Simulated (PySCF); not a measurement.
**Which enantiomer?**

Computed with TDDFT BHandHLYP/def2-SVPD circular dichroism and optical rotation, one conformer, gas phase (PySCF). Geometry: GFN2-xTB.

Values for one enantiomer of C4H8FNSi2, R in 10⁻⁴⁰ esu² cm² (velocity form):
```csv
λ (nm),f,R
198,0.021,+26.6
191,0.043,-48.0
184,0.095,+28.6
179,0.010,+12.6
176,0.004,-16.8
174,0.011,+9.4
172,0.006,-5.0
167,0.009,-9.2
166,0.044,+16.0
163,0.006,+1.4
161,0.003,-0.4
157,0.007,-1.0
151,0.008,-6.7
150,0.010,-12.2
148,0.007,+12.0
147,0.016,+2.9
```

[α] at 589.3 nm: +23 deg dm⁻¹ (g/mL)⁻¹ (origin-invariant length gauge).

Question: Which structure gives these signs?
A. C[C@H]1[SiH2][C@@H](F)[Si@H]1C#N
B. C[C@@H]1[SiH2][C@H](F)[Si@@H]1C#N

Answer: B. Its CIP labels in SMILES order are R, S, R; the other enantiomer gives every sign reversed.

Geometry of C[C@@H]1[SiH2][C@H](F)[Si@@H]1C#N as run:
```xyz
16

C     1.823   -0.754   -0.475
C     0.847    0.398   -0.260
Si    0.159    0.678    1.527
C    -1.555    0.973    0.660
F    -2.661    0.368    1.243
Si   -0.919    0.234   -1.013
C    -1.364   -1.571   -1.143
N    -1.605   -2.688   -1.226
H     2.745   -0.586    0.079
H     2.076   -0.860   -1.529
H     1.392   -1.694   -0.138
H     1.323    1.312   -0.628
H     0.148   -0.534    2.337
H     0.690    1.827    2.258
H    -1.821    2.031    0.573
H    -1.288    0.874   -2.275
```
